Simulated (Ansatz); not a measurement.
Two isomers of CH7ClOSi2: A = `C[SiH](Cl)[SiH2]O`, B = `CO[SiH2][SiH2]Cl`.

Gas-phase electronic energies from Ansatz, PBE0-D4/def2-TZVP geometries. CCSD(T)/CBS adds triple-zeta CCSD(T) − MP2 to the extrapolated MP2 energy (def2 sets, frozen cores). Functionals use def2-TZVPP. B3LYP here is the variant with VWN-RPA as its local correlation; programs differ in this. One conformer a species, not always the lowest.

Problem. Which isomer does CCSD(T)/CBS put lower? Give the gap. (Estimate.)

Solution. The calculation gave: A, by 25.0 kcal/mol.

Problem. Give E(B) − E(A) in kcal/mol with PBE0-D4, HF/def2-TZVPP, CCSD/def2-TZVPP, MP2/def2-TZVPP, CCSD(T)/def2-TZVPP, PBE-D4, B3LYP-D4. (Estimate.)

Solution. The calculation gave: PBE0-D4 25.1, HF/def2-TZVPP 19.8, CCSD/def2-TZVPP 23.5, MP2/def2-TZVPP 25.9, CCSD(T)/def2-TZVPP 24.0, PBE-D4 25.0, B3LYP-D4 23.4. None reverses the order clearly.

Largest T1 diagnostic: 0.011.

In def2-TZVPP, CCSD(T) changes the Hartree–Fock value by +4.3 kcal/mol (the triples alone add +0.5 kcal/mol) and MP2 by +6.2 kcal/mol. The D4 term adds +1.1 kcal/mol with B3LYP and +0.6 kcal/mol with PBE0; it sums over pairs of atoms, weighted by their polarisabilities, and B3LYP, whose exchange is more repulsive, gets the larger term.
